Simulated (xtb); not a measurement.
I4Ta, charge +1, singlet, at a GFN2-xTB geometry (such geometries of metal compounds can be far from the true shape) (the multiplicity is a formal guess); GFN1-xTB in xtb.

xtb was given this input:
```
$ xtb mol.xyz --gfn 1 --chrg 1 --opt --json

# file mol.xyz
5

Ta    -0.00000000     0.00000000     0.00000000
I      2.11003522    -0.60975355    -1.50846892
I      0.78869445     0.38742437     2.51543036
I     -1.14079482     2.22296751    -0.92548858
I     -1.75793485    -2.00063833    -0.08147287
```

Problem. What does xtb print? Leave out banner, timings and long lists.

Solution. 
```
   ID    Z sym.   atoms
    1   73 Ta     1
    2   53 I      2-5

           -------------------------------------------------
          |                Calculation Setup                |
           -------------------------------------------------

           -------------------------------------------------
          |                 G F N 1 - x T B                 |
           -------------------------------------------------

          ...................................................
          :                      SETUP                      :
          :.................................................:
          :  # basis functions                  50          :
          :  # atomic orbitals                  45          :
          :  # shells                           15          :
          :  # electrons                        32          :
          :  # halogen bonds                     0          :
          :  max. iterations                   250          :
          :  Hamiltonian                  GFN1-xTB          :
          :  restarted?                      false          :
          :  GBSA solvation                  false          :
          :  PC potential                    false          :
          :  electronic temp.          300.0000000     K    :
          :  accuracy                    1.0000000          :
          :  -> integral cutoff          0.2500000E+02      :
          :  -> integral neglect         0.1000000E-07      :
          :  -> SCF convergence          0.1000000E-05 Eh   :
          :  -> wf. convergence          0.2000000E-04 e    :
          :  Broyden damping             0.4000000          :
          :  net charge                          1          :
          :  unpaired electrons                  0          :
          ...................................................

 iter      E             dE          RMSdq      gap      omega  full diag
   1    -17.5449719 -0.175450E+02  0.544E+00    2.51       0.0  T
   2    -17.5467851 -0.181321E-02  0.421E+00    2.15       1.0  T
   3    -17.5498271 -0.304206E-02  0.220E+00    2.43       1.0  T
   4    -17.5527682 -0.294109E-02  0.355E-02    2.31       1.3  T
   5    -17.5527692 -0.944426E-06  0.156E-02    2.31       2.9  T
   6    -17.5527693 -0.141804E-06  0.181E-04    2.31     247.2  T
   7    -17.5527693 -0.596927E-10  0.135E-06    2.31   33167.9  T

   *** convergence criteria satisfied after 7 iterations ***

         :::::::::::::::::::::::::::::::::::::::::::::::::::::
         ::                     SUMMARY                     ::
         :::::::::::::::::::::::::::::::::::::::::::::::::::::
         :: total energy             -17.505325076412 Eh    ::
         :: gradient norm              0.009829760065 Eh/a0 ::
         :: HOMO-LUMO gap              2.312174272420 eV    ::
         ::.................................................::
         :: SCC energy               -17.552769297154 Eh    ::
         :: -> electrostatic           0.117080952686 Eh    ::
         :: repulsion energy           0.051988245221 Eh    ::
         :: dispersion energy         -0.004544024479 Eh    ::
         :: halogen bond corr.         0.000000000000 Eh    ::
         :: add. restraining           0.000000000000 Eh    ::
         :: total charge               1.000000000000 e     ::
         :::::::::::::::::::::::::::::::::::::::::::::::::::::

      -----------------------------------------------------------
     |                   =====================                   |
     |                        A N C O P T                        |
     |                   =====================                   |
     |               Approximate Normal Coordinate               |
     |                Rational Function Optimizer                |
      -----------------------------------------------------------
      -----------------------------------------------------------
     |                   =====================                   |
     |                        A N C O P T                        |
     |                   =====================                   |
     |               Approximate Normal Coordinate               |
     |                Rational Function Optimizer                |
      -----------------------------------------------------------

          ...................................................
          :                      SETUP                      :
          :.................................................:
          :   optimization level            normal          :
          :   max. optcycles                   200          :
          :   ANC micro-cycles                  20          :
          :   degrees of freedom                 9          :
          :.................................................:
          :   RF solver                   davidson          :
          :   write xtbopt.log                true          :
          :   linear?                        false          :
          :   energy convergence         0.5000000E-05 Eh   :
          :   grad. convergence          0.1000000E-02 Eh/α :
          :   maxmium RF displ.          1.0000000          :
          :   Hlow (freq-cutoff)         0.1000000E-01      :
          :   Hmax (freq-cutoff)         5.0000000          :
          :   S6 in model hess.         20.0000000          :
          ...................................................

generating ANC from exact Hessian ...
Using Lindh-Hessian (1995)
 Shifting diagonal of input Hessian by    9.3473733965326825E-003
 Lowest  eigenvalues of input Hessian
    0.000000    0.000000    0.000000    0.000000    0.000000    0.000000
    0.010000    0.010000    0.010794    0.010794    0.010794    0.022723
    0.030760    0.030760    0.030760
 Highest eigenvalues
    0.010794    0.010794    0.022723    0.030760    0.030760    0.030760

........................................................................
[...]
 * total energy  :   -17.5053251 Eh     change       -0.3552714E-13 Eh
 * total energy  :   -17.4953263 Eh     change        0.9998745E-02 Eh
 * total energy  :   -17.5055959 Eh     change       -0.1026958E-01 Eh
 * total energy  :   -17.5056164 Eh     change       -0.2049388E-04 Eh
 * total energy  :   -17.5056173 Eh     change       -0.8517985E-06 Eh
   *** GEOMETRY OPTIMIZATION CONVERGED AFTER 5 ITERATIONS ***
[...]
          :  PC potential                    false          :
          :  electronic temp.          300.0000000     K    :
          :  accuracy                    1.0000000          :
          :  -> integral cutoff          0.2500000E+02      :
          :  -> integral neglect         0.1000000E-07      :
          :  -> SCF convergence          0.1000000E-05 Eh   :
          :  -> wf. convergence          0.2000000E-04 e    :
          :  Broyden damping             0.4000000          :
          :  net charge                          1          :
          :  unpaired electrons                  0          :
          ...................................................

 iter      E             dE          RMSdq      gap      omega  full diag
   1    -17.5583719 -0.175584E+02  0.320E-06    2.37       0.0  T
   2    -17.5583719  0.177636E-13  0.949E-07    2.37   47113.9  T
   3    -17.5583719 -0.710543E-13  0.136E-06    2.37   32970.2  T

   *** convergence criteria satisfied after 3 iterations ***

         :::::::::::::::::::::::::::::::::::::::::::::::::::::
         ::                     SUMMARY                     ::
         :::::::::::::::::::::::::::::::::::::::::::::::::::::
         :: total energy             -17.505617256701 Eh    ::
         :: gradient norm              0.000299704547 Eh/a0 ::
         :: HOMO-LUMO gap              2.368018274776 eV    ::
         ::.................................................::
         :: SCC energy               -17.558371906483 Eh    ::
         :: -> electrostatic           0.117177627264 Eh    ::
         :: repulsion energy           0.057311387149 Eh    ::
         :: dispersion energy         -0.004556737368 Eh    ::
         :: halogen bond corr.         0.000000000000 Eh    ::
         :: add. restraining           0.000000000000 Eh    ::
         :: total charge               1.000000000000 e     ::
         :::::::::::::::::::::::::::::::::::::::::::::::::::::

           -------------------------------------------------
          |                Property Printout                |
           -------------------------------------------------

    * Orbital Energies and Occupations

         #    Occupation            Energy/Eh            Energy/eV
      -------------------------------------------------------------
         1        2.0000           -1.0884882             -29.6193
       ...           ...                  ...                  ...
         4        2.0000           -1.0717880             -29.1648
         5        2.0000           -0.7173312             -19.5196
         6        2.0000           -0.6274829             -17.0747
         7        2.0000           -0.6274828             -17.0747
         8        2.0000           -0.6274828             -17.0747
         9        2.0000           -0.6265322             -17.0488
        10        2.0000           -0.6265322             -17.0488
        11        2.0000           -0.6222885             -16.9333
        12        2.0000           -0.6222884             -16.9333
        13        2.0000           -0.6222884             -16.9333
        14        2.0000           -0.6021890             -16.3864
        15        2.0000           -0.6021890             -16.3864
        16        2.0000           -0.6021889             -16.3864 (HOMO)
        17                         -0.5151658             -14.0184 (LUMO)
        18                         -0.5151658             -14.0184
        19                         -0.4742333             -12.9045
        20                         -0.4742332             -12.9045
        21                         -0.4742332             -12.9045
        22                         -0.2712988              -7.3824
        23                         -0.2579469              -7.0191
        24                         -0.2579469              -7.0191
        25                         -0.2579469              -7.0191
        26                         -0.2559828              -6.9656
        27                         -0.2559827              -6.9656
       ...                                ...                  ...
        45                          0.7974568              21.6999
      -------------------------------------------------------------
                  HL-Gap            0.0870231 Eh            2.3680 eV
             Fermi-level           -0.5586774 Eh          -15.2024 eV

  Mulliken/CM5 charges         n(s)   n(p)   n(d)
     1Ta    0.79743  0.97801   0.703  0.655  2.845
     2I     0.05064  0.00550   1.918  5.048 -0.017
     3I     0.05064  0.00550   1.918  5.048 -0.017
     4I     0.05064  0.00550   1.918  5.048 -0.017
     5I     0.05064  0.00550   1.918  5.048 -0.017

Wiberg/Mayer (AO) data.
largest (>0.10) Wiberg bond orders for each atom

 ---------------------------------------------------------------------------
     #   Z sym  total        # sym  WBO       # sym  WBO       # sym  WBO
 ---------------------------------------------------------------------------
     1  73 Ta   6.122 --     4 I    1.531     3 I    1.531     5 I    1.531
                             2 I    1.531
     2  53 I    1.694 --     1 Ta   1.531
     3  53 I    1.694 --     1 Ta   1.531
     4  53 I    1.694 --     1 Ta   1.531
     5  53 I    1.694 --     1 Ta   1.531
 ---------------------------------------------------------------------------

Topologies differ in total number of bonds
Writing topology from bond orders to xtbtopo.mol

 dipole moment from electron density (au)
     X       Y       Z
  -0.0000   0.0000   0.0000  total (Debye):    0.000

optimized geometry written to: xtbopt.xyz

           -------------------------------------------------
          | TOTAL ENERGY              -17.505617256701 Eh   |
          | GRADIENT NORM               0.000299704547 Eh/α |
          | HOMO-LUMO GAP               2.368018274776 eV   |
           -------------------------------------------------

normal termination of xtb
```
